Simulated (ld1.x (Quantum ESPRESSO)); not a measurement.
## Pt: excitation energies, all-electron against TM

```
Element                 : platinum (Pt)
Generator               : ld1.x (Quantum ESPRESSO) 7.5
Type                    : norm-conserving Troullier–Martins (Kleinman–Bylander form)
Functional              : PBE
Relativity              : scalar-relativistic
Frozen core             : [Kr] 4d10 4f14
Valence charge          : 18
Reference configuration : 5s2 5p6 5d7 6s0 6p0 (charge +3)
Partial waves           : 5s (bound): rc 1.45 bohr; 5d (bound): rc 2.15 bohr; 5p (bound): rc 2.25 bohr
Local potential         : the p channel
Core correction         : Bessel-smoothed model core, default radius (core density twice the valence density)
```

Energies are relative to the spin-unpolarised reference configuration 5s2 5p6 5d7 6s0 6p0; without spin polarisation the order of configurations can differ from experiment.

**Question.** Give the all-electron excitation energy and the error of the potential for: 5s2 5p6 5d9 6s1 6p0; 5s2 5p6 5d9 6s0 6p0; 5s2 5p6 5d8 6s0 6p0; 5s2 5p6 5d9 6s0.5 6p0; 5s2 5p6 5d6 6s0 6p0; 5s2 5p6 5d8 6s1 6p1; 5s2 5p5 5d9 6s1 6p0.

**Answer.**

| valence configuration | charge | ΔE all-electron (eV) | error AE − PS (meV) |
| --- | --- | --- | --- |
| 5s2 5p6 5d9 6s1 6p0 | 0 | -61.376 | -6.8 |
| 5s2 5p6 5d9 6s0 6p0 | +1 | -52.182 | -5.3 |
| 5s2 5p6 5d8 6s0 6p0 | +2 | -32.217 | +3.2 |
| 5s2 5p6 5d9 6s0.5 6p0 | +0.5 | -57.683 | -7.8 |
| 5s2 5p6 5d6 6s0 6p0 | +4 | 45.653 | -13 |
| 5s2 5p6 5d8 6s1 6p1 | 0 | -54.808 | +307 |
| 5s2 5p5 5d9 6s1 6p0 | +1 | 0.775 | -224 |
